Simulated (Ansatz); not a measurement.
Basis-set series for CH6FNOTi, SMILES `[CH3][Ti]([NH2])([OH])[F]`. The species carries charge 0 and has multiplicity 1. Geometry: relaxed with PBE0-D4/def2-TZVP. It is one conformer, not always the lowest.

| functional | basis | functions | energy (Eh) | HOMO (eV) | LUMO (eV) |
| --- | --- | --- | --- | --- | --- |
| PBE0-D4 | def2-SVP | 117 | -1120.35618 | -7.44 | -1.15 |
| PBE0-D4 | def2-QZVPP | 501 | -1120.83578 | -7.63 | -1.31 |
| ωB97M-V | def2-SVP | 117 | -1120.67344 | -9.79 | 0.83 |
| ωB97M-V | def2-QZVPP | 501 | -1121.16134 | -9.99 | 0.42 |

Task: Give the rows for def2-TZVPP. (Best estimate.)

Result: Ansatz gave: 
```tsv
functional	basis	functions	energy (Eh)	HOMO (eV)	LUMO (eV)
PBE0-D4	def2-TZVPP	272	-1120.80405	-7.62	-1.28
ωB97M-V	def2-TZVPP	272	-1121.13160	-9.98	0.97
```

Positive LUMOs are unbound and depend on the basis. Scalar relativity is left out up to krypton.
